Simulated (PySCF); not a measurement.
## Stretching KO

Set-up: basis K 6-311G(d,p), O 6-311G(d,p); no relativity; PySCF 2.14. Energies in eV from K + O in their ground configurations at the same level. State: ²Π (doublet), unpaired electrons π ↑.

```
R (Å)  UHF-MP2  UHF-CCSD(T)
1.971   -1.229             
2.063   -1.599       -1.511
2.155   -1.813       -1.730
2.223   -1.897       -1.818
2.292   -1.933       -1.857
2.361   -1.931       -1.859
2.452   -1.886       -1.818
2.567   -1.782       -1.719
2.705   -1.617       -1.561
2.888   -1.365
```

**Question.** Put a parabola through the three lowest points of the UHF-MP2 curve and estimate Re, k and ωe (reduced mass 11.34 u; 1 eV/Å² = 0.16022 mdyn/Å; ωe = 1302.8·√(k/μ) cm⁻¹).

**Answer.** Through R = 2.223, 2.292, 2.361 Å the second-order coefficient is 3.99 eV/Å², so Re ≈ 2.323 Å, k ≈ 1.28 mdyn/Å and ωe ≈ 437 cm⁻¹. A polynomial fit of higher order to the unrounded UHF-MP2 energies gives Re = 2.322 Å, k = 1.12 mdyn/Å, ωe = 410 cm⁻¹; anharmonicity and rounding make the difference.

The higher-order fit for each curve: UHF-MP2: Re = 2.322 Å, ωe = 410 cm⁻¹, De = 1.94 eV; UHF-CCSD(T): Re = 2.328 Å, ωe = 405 cm⁻¹, De = 1.86 eV.

Correlated steps freeze 6 core orbitals. The state is the lowest determinant that a PBE0 search found; another state may lie lower at other levels.
